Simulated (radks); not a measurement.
The numbers below are computed, except where a source is named.
These are the eigenvalues of the occupied orbitals of an atom or ion with whole-number occupations (hartree). Code: a radial shooting solver on a logarithmic mesh with Libxc functionals. Model: Dirac Kohn-Sham, PBE, spin-unpolarised, spherical densities, point nucleus.

orbital  eigenvalue
1s1/2     -911.3308
2s1/2     -184.5598
2p1/2     -176.2587
2p3/2     -170.7696
3s1/2     -72.26907
3p1/2     -69.37852
3p3/2     -68.03004

Which element is it, and in what charge state? The configuration may be excited. Open shells, if any, are shared by 2j + 1.

Answer. Z = 45, rhodium, charge +32: Rh32+ in [Ne] 3s2 3p1. The list shows which subshells hold electrons but not how many an open one holds; the 1s level, -911.33 hartree, gives Z - s = 42.7 by -(Z - s)^2/2, which with screening and relativity narrows Z to a few neighbours, and the depths of the outer levels then fix element, charge and occupations together.
